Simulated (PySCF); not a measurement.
Species: trimethyl arsine, C3H9As.
Cartesian coordinates in Å at the PBE0-D3(BJ)/def2-SVP level; atoms count from 1:
```xyz
13
C3H9As angstrom
C     -0.4056    1.6280    0.3677
As    -0.1726   -0.1874    1.0860
C      1.6012   -0.5281    0.3090
C     -1.2211   -1.1255   -0.2876
H     -0.1626    1.6733   -0.7050
H      0.2452    2.3257    0.9148
H     -1.4481    1.9470    0.5142
H      1.6214   -0.3031   -0.7684
H      1.8721   -1.5830    0.4621
H      2.3496    0.0946    0.8209
H     -0.9420   -0.8011   -1.3018
H     -1.0543   -2.2090   -0.1976
H     -2.2918   -0.9304   -0.1285
```

Theory: core-valence-separated Tamm–Dancoff BHandHLYP/aug-pcX-1 (pcseg-1 on H, def2-SVPD on As) in PySCF, non-relativistic, gas phase, PBE0-D3(BJ)/def2-SVP geometry. Absolute energies from this functional tend to lie a few eV below measured edges; no shift was applied.

The lowest roots of each edge with f over 0.003 (five at most, numbered afresh; weaker and dark ones are left out), with transition dipoles (au) in the frame of the coordinates:

```tsv
root	edge	E (eV)	f	μx	μy	μz
1	C	285.43	0.0048	-0.0252	0.0012	0.0074
2	C	285.43	0.0058	-0.0023	-0.0175	-0.0227
3	C	285.43	0.0097	-0.0013	-0.0183	0.0324
4	C	285.58	0.0410	0.0751	-0.0121	0.0078
5	C	285.58	0.0409	0.0101	0.0738	0.0171
```

Q: Molecules are fixed in this frame and the field points along z. What effective strengths 3 f cos²θ do the roots have (θ between field and μ)?

A: root 1 (C1/C3/C4): 0.001, root 2 (C1/C3/C4): 0.011, root 3 (C1/C3/C4): 0.022, root 4 (C1/C3/C4): 0.001, root 5 (C1/C3/C4): 0.006. Root 3 is the strongest. Averaged over all orientations cos²θ is 1/3, which gives f back. For degenerate partners only the sum has meaning, as the program may mix them freely.

 Relativistic effects, spin–orbit coupling among them, are left out although an element past zinc is present.
